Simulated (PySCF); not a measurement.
Compound: H₆OSSi₂.
SMILES: `O[SiH2]S[SiH3]`

Torsions of this conformer, `[OH:1][SiH2:2][S:3][SiH3:4]`: O1–Si2–S3–Si4 179°, H–O1–Si2–S3 1°.

The closed-shell ground state was solved at several levels (PySCF, density fitting, gas phase, non-relativistic). Geometry: PBE0-D3(BJ)/def2-SVP, one conformer, isolated molecule.

```json
{"level": "PBE0/def2-SVPD", "basis functions": "146", "total energy (Eh)": "-1055.2737", "HOMO (eV)": "-7.56", "LUMO (eV)": "-0.51", "gap (eV)": "7.05", "dipole (D)": "0.78"}
{"level": "PBE0/cc-pVDZ", "basis functions": "98", "total energy (Eh)": "-1055.6167", "HOMO (eV)": "-7.42", "LUMO (eV)": "0.00", "gap (eV)": "7.42", "dipole (D)": "0.61"}
{"level": "OPBE/pcSseg-2", "basis functions": "249", "total energy (Eh)": "-1056.0286", "HOMO (eV)": "-6.41", "LUMO (eV)": "-1.16", "gap (eV)": "5.25", "dipole (D)": "0.65"}
{"level": "LC-wPBE/pcSseg-2", "basis functions": "249", "total energy (Eh)": "-1055.8512", "HOMO (eV)": "-10.26", "LUMO (eV)": "1.58", "gap (eV)": "11.84", "dipole (D)": "0.91"}
{"level": "BP86/pcSseg-2", "basis functions": "249", "total energy (Eh)": "-1056.2879", "HOMO (eV)": "-6.49", "LUMO (eV)": "-1.37", "gap (eV)": "5.12", "dipole (D)": "0.73"}
{"level": "wB97X-D/def2-SVPD", "basis functions": "146", "total energy (Eh)": "-1055.7079", "HOMO (eV)": "-9.37", "LUMO (eV)": "1.19", "gap (eV)": "10.56", "dipole (D)": "0.82"}
{"level": "BHandHLYP/def2-SVPD", "basis functions": "146", "total energy (Eh)": "-1055.7000", "HOMO (eV)": "-8.61", "LUMO (eV)": "0.25", "gap (eV)": "8.86", "dipole (D)": "0.88"}
```

Task: Estimate the row for B97-2/pcSseg-2, a basis of 249 functions; the other rows only guide the guess.

Result: Total energy -1056.2114 Eh, HOMO -7.35 eV, LUMO -0.48 eV, gap 6.87 eV, dipole 0.80 D.

Task: Over all these levels, which gives the widest orbital gap and which the narrowest?

Result: LC-wPBE/pcSseg-2 (range-separated hybrid) has the widest, 11.84 eV, and BP86/pcSseg-2 (GGA) the narrowest, 5.12 eV. The two share the basis. From the narrowest to the widest the HOMO moves by -3.77 eV and the LUMO by +2.95 eV.

Task: How far do the dipole and the HOMO energy spread over the levels?

Result: The dipole runs from 0.61 to 0.91 D (mean 0.77 D) and the HOMO from -10.26 to -6.41 eV.

wB97X-D is run here without its empirical dispersion term; that term would change no orbital, density or response property at a fixed geometry.
